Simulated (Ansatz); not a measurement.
A structure relaxed at PBE0-D4/def2-TZVP, charge 0, multiplicity 1:

```xyz
12

B    -1.5168    0.3027   -0.3442
N    -0.1844    0.0166   -0.0608
C     0.9337    0.5263   -0.8348
C     0.1923   -0.7966    1.0423
F     0.8354   -0.0428    2.0111
H    -1.7746    0.9838   -1.2924
H    -2.3644   -0.1547    0.3646
H     1.5303   -0.2983   -1.2389
H     0.5567    1.1262   -1.6603
H     1.5842    1.1465   -0.2140
H     0.9039   -1.5713    0.7352
H    -0.6962   -1.2384    1.4922
```

Question: Give its formula and SMILES.

Answer: C2H7BFN, `BN(C)CF`.

Question: Summarise the bond lengths by kind.

Answer: 1 × B–N 1.392 Å; 2 × B–H 1.196 Å; 2 × C–N 1.421 to 1.452 Å; 5 × C–H 1.088 to 1.096 Å; 1 × C–F 1.386 Å.

Computed with Ansatz.
